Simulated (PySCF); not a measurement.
A structure optimised at PBE-D3(BJ)/def2-SVP, used in a PySCF frequency run:

```xyz
11

O      2.0423     1.0281     0.0511
Si     0.6097     0.4549    -0.6003
O      0.4130    -1.2388    -0.4673
C     -0.8345    -1.4669     0.2402
Si    -1.4070     0.3563     0.6083
H      2.1785     0.8200     0.9925
H      0.6875     0.9298    -2.0189
H     -1.5453    -2.0295    -0.4046
H     -0.6515    -2.0822     1.1491
H     -2.7178     0.7657    -0.0116
H     -1.4246     0.7268     2.0699
```

**Question.** Write its SMILES and formula.

**Answer.** O[Si@H]1OC[SiH2]1, CH6O2Si2

**Question.** What are its rotational constants (standard atomic weights)?

**Answer.** 5.1117, 2.4459, 1.9128 GHz
